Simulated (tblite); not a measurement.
Compound: C3H5BCl2.
SMILES with atom numbers: `[BH2:1][C:2](=[CH2:3])[CH:4]([Cl:5])[Cl:6]` (hydrogens: H7, H8 on B1; H9, H10 on C3; H11 on C4)

Computed with GFN2-xTB (tblite), gas phase: L-BFGS steps from a force-field or distance-geometry start until the largest atomic force falls under 0.01 eV/Å.

Step 0: E = -523.7719 eV
```
atom  x, y, z in Å  |  force x, y, z in eV/Å
B1     -1.4875   -0.4177    0.2757    0.120  -1.297   0.749
C2     -0.1541    0.2054   -0.1880   -0.083  -0.725   1.057
C3     -0.0062    1.1313   -1.0919    0.649   1.404  -1.428
C4      1.0925   -0.3130    0.4819   -0.607  -0.133   0.203
Cl5     1.1351   -2.0778    0.1353    0.297   0.263   0.122
Cl6     0.9275   -0.0603    2.2480    0.457  -0.022  -0.210
H7     -1.5759   -0.6872    1.4385   -0.328   0.371  -0.614
H8     -2.1234   -1.0214   -0.4970   -0.276   0.377  -0.013
H9      1.0022    1.4723   -1.3139   -0.261   0.252  -0.201
H10    -0.8144    1.5936   -1.6447    0.137  -0.172   0.171
H11     2.0096    0.1776    0.1302   -0.106  -0.316   0.165
```

Step 1: E = -523.8293 eV
```
atom  x, y, z in Å  |  force x, y, z in eV/Å
B1     -1.4857   -0.4363    0.2864    0.196  -0.957   0.227
C2     -0.1553    0.1950   -0.1729    0.070   1.222  -0.959
C3      0.0031    1.1513   -1.1123   -0.006  -1.003   0.902
C4      1.0838   -0.3149    0.4848   -0.199  -0.038   0.157
Cl5     1.1393   -2.0741    0.1370    0.280   0.112   0.106
Cl6     0.9340   -0.0606    2.2450    0.420  -0.015  -0.038
H7     -1.5806   -0.6819    1.4297   -0.358   0.202  -0.143
H8     -2.1274   -1.0160   -0.4972   -0.289   0.317  -0.016
H9      0.9985    1.4759   -1.3168    0.268   0.438  -0.321
H10    -0.8124    1.5911   -1.6423   -0.160   0.061  -0.097
H11     2.0081    0.1730    0.1325   -0.223  -0.338   0.181
```

**Question.** Estimate the geometry and energy of step 2. (The exact step hangs on the optimiser's Hessian estimate; all steps are aligned on step 1, rigid shifts and turns removed.)

**Answer.** E = -523.8798 eV, largest force 0.726 eV/Å
```
atom  x, y, z in Å  |  force x, y, z in eV/Å
B1     -1.4827   -0.4555    0.2936    0.394  -0.553  -0.256
C2     -0.1550    0.2053   -0.1780   -0.172   0.447  -0.275
C3      0.0069    1.1477   -1.1100   -0.080  -0.365   0.303
C4      1.0778   -0.3162    0.4879   -0.066   0.051   0.053
Cl5     1.1445   -2.0712    0.1390    0.221   0.054   0.089
Cl6     0.9418   -0.0609    2.2433    0.357  -0.004   0.035
H7     -1.5868   -0.6773    1.4243   -0.346   0.089   0.212
H8     -2.1325   -1.0099   -0.4974   -0.289   0.226  -0.031
H9      1.0001    1.4827   -1.3218    0.206   0.375  -0.282
H10    -0.8135    1.5908   -1.6424   -0.012  -0.013  -0.011
H11     2.0048    0.1671    0.1357   -0.211  -0.305   0.163
```

The energy changes by -0.0505 eV. The first-order estimate −F·Δx gives -0.0666 eV and the mean of the old and new forces, exact on a quadratic surface, -0.0503 eV. The step makes an angle of 36° with the force vector and moves no atom by more than 0.021 Å.

What follows is the cost of the whole relaxation. On one thread of an Arm Neoverse V2, on a shared host, this took 0.39 s wall.
